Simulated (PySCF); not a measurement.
3-(aminomethyl)pyridine, C₆H₈N₂.
Bonds: N1–C2, C2–C3, C3–C4 (aromatic), C4–C5 (aromatic), C5–C6 (aromatic), C6–N7 (aromatic), N7–C8 (aromatic), C3–C8 (aromatic). Hydrogens: H9, H10 on N1; H11, H12 on C2; H13 on C4; H14 on C5; H15 on C6; H16 on C8.

The same species was optimised twice, with GFN2-xTB and with PBE0-D3(BJ)/def2-SVP (PySCF), and the same property calculations (PySCF, gas phase) were run on both structures.

```tsv
coordinate	GFN2-xTB	PBE0-D3(BJ)/def2-SVP	change
C3–C8 (Å)	1.392	1.401	+0.009
C6–N7 (Å)	1.322	1.330	+0.008
N7–C8 (Å)	1.320	1.329	+0.009
C5–C6 (Å)	1.387	1.395	+0.008
C4–C5 (Å)	1.385	1.391	+0.006
C3–C4 (Å)	1.391	1.398	+0.007
N1–C2 (Å)	1.458	1.453	-0.005
C2–C3 (Å)	1.508	1.510	+0.002
N1–C2–C3 (°)	113.1	115.2	+2.1
C2–C3–C4 (°)	121.4	122.1	+0.7
C3–C8–N7 (°)	124.0	124.5	+0.5
C4–C3–C8 (°)	117.1	116.7	-0.4
C6–N7–C8 (°)	118.2	117.8	-0.4
C2–C3–C8 (°)	121.4	121.1	-0.3
C3–C4–C5 (°)	119.3	119.5	+0.2
C4–C5–C6 (°)	118.3	118.3	0.0
N1–C2–C3–C4 (°)	86	87	+1
```

Rotational constants: A = 4746, B = 1516, C = 1258 MHz (GFN2-xTB) against A = 4728, B = 1489, C = 1236 MHz (PBE0-D3(BJ)/def2-SVP). Point groups within 0.08 Å: C1 and C1.

On the GFN2-xTB structure: isotropic polarisability (au) 83.2 [PBE0/def2-SVPD]; HOMO (eV) -6.95 [PBE0/def2-SVPD]; LUMO (eV) -0.90 [PBE0/def2-SVPD]; dipole (D) 1.93 [PBE0/def2-SVPD]; HOMO (eV) -6.85 [PBE0/pcSseg-1]; LUMO (eV) -0.83 [PBE0/pcSseg-1]; dipole (D) 1.94 [PBE0/pcSseg-1]; GIAO shielding of N1 (ppm) 206.1 [PBE0/pcSseg-1]; GIAO shielding of C2 (ppm) 135.4 [PBE0/pcSseg-1]; GIAO shielding of C3 (ppm) 39.7 [PBE0/pcSseg-1]; GIAO shielding of C4 (ppm) 46.8 [PBE0/pcSseg-1]; GIAO shielding of C5 (ppm) 58.0 [PBE0/pcSseg-1]; GIAO shielding of C6 (ppm) 32.8 [PBE0/pcSseg-1]; GIAO shielding of N7 (ppm) -98.0 [PBE0/pcSseg-1]; GIAO shielding of C8 (ppm) 32.3 [PBE0/pcSseg-1].

**Question.** What do these properties become on the PBE0-D3(BJ)/def2-SVP structure?

**Answer.** 
| property | level | on GFN2-xTB | on PBE0-D3(BJ)/def2-SVP | change |
| --- | --- | --- | --- | --- |
| isotropic polarisability (au) | PBE0/def2-SVPD | 83.2 | 84.3 | +1.1 |
| HOMO (eV) | PBE0/def2-SVPD | -6.95 | -7.04 | -0.09 |
| LUMO (eV) | PBE0/def2-SVPD | -0.90 | -0.96 | -0.06 |
| dipole (D) | PBE0/def2-SVPD | 1.93 | 1.97 | +0.04 |
| energy, GFN2-xTB geometry as zero (kcal/mol) | PBE0/def2-SVPD | 0.0 | -0.7 | -0.7 |
| HOMO (eV) | PBE0/pcSseg-1 | -6.85 | -6.95 | -0.10 |
| LUMO (eV) | PBE0/pcSseg-1 | -0.83 | -0.89 | -0.06 |
| dipole (D) | PBE0/pcSseg-1 | 1.94 | 1.99 | +0.05 |
| energy, GFN2-xTB geometry as zero (kcal/mol) | PBE0/pcSseg-1 | 0.0 | -0.4 | -0.4 |
| GIAO shielding of N1 (ppm) | PBE0/pcSseg-1 | 206.1 | 208.6 | +2.5 |
| GIAO shielding of C2 (ppm) | PBE0/pcSseg-1 | 135.4 | 135.1 | -0.3 |
| GIAO shielding of C3 (ppm) | PBE0/pcSseg-1 | 39.7 | 38.5 | -1.2 |
| GIAO shielding of C4 (ppm) | PBE0/pcSseg-1 | 46.8 | 44.5 | -2.3 |
| GIAO shielding of C5 (ppm) | PBE0/pcSseg-1 | 58.0 | 55.7 | -2.3 |
| GIAO shielding of C6 (ppm) | PBE0/pcSseg-1 | 32.8 | 30.0 | -2.8 |
| GIAO shielding of N7 (ppm) | PBE0/pcSseg-1 | -98.0 | -101.2 | -3.2 |
| GIAO shielding of C8 (ppm) | PBE0/pcSseg-1 | 32.3 | 28.9 | -3.4 |

The heavy atoms differ by 0.021 Å rms after alignment. Among bonds between heavy atoms C3–C8, C5–C6, C6–N7 and N7–C8 change most and about equally (+0.008 to +0.009 Å). Changes are differences of the printed values. Neither structure is proved a minimum here.

The values belong to the conformer `[NH2:1][CH2:2][c:3]1[cH:4][cH:5][cH:6][n:7][cH:8]1`: N1–C2–C3–C4 87°, H–N1–C2–C3 58°, H–N1–C2–C3 -57°.
